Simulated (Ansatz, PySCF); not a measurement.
BrClH2MoN2, SMILES [NH]=[Mo](=[NH])([Cl])[Br], multiplicity 1.

Geometry optimised at PBE-D3(BJ)/def2-SVP. The multiplicity is an assumed one; no other spin state was optimised. The structure was generated by enumeration; whether it is a known compound was not checked. The def2 effective core potentials stand for the cores of Mo; spin–orbit coupling is left out.

Vertical ionisation energy (IE) and electron affinity (EA) in eV. Rows of orbital energies are one-electron estimates. Where ΔSCF, EOM or ADC give a negative EA the extra electron is unbound and the value depends on the basis.

| level | IE | EA |
|---|---|---|
| −ε(HOMO), −ε(LUMO), PBE0/def2-TZVP (PySCF) | 8.18 | 2.97 |
| −ε(HOMO), −ε(LUMO), PBE/def2-TZVP (PySCF) | 6.91 | 3.63 |
| ΔSCF, CAM-B3LYP/def2-SVPD (Ansatz), final states of multiplicity 2 and 2 | [?] | [?] |
| ΔSCF, PBE/def2-SVPD (Ansatz), final states of multiplicity 2 and 2 | 9.70 | 1.12 |

What belongs in the gaps? (Estimate from the structure and the level; the computed values follow.)


- ΔSCF, CAM-B3LYP/def2-SVPD (Ansatz, an electronic-structure program), final states of multiplicity 2 and 2, IE: 10.28
- ΔSCF, CAM-B3LYP/def2-SVPD (Ansatz), final states of multiplicity 2 and 2, EA: 1.70

What vertical singlet–triplet gap does ΔSCF give with CAM-B3LYP/def2-SVPD (Ansatz) and with PBE/def2-SVPD (Ansatz)? (An estimate is asked for; the answer gives what the named calculation found.)

3.08 and 3.20 eV (triplet above singlet where positive).
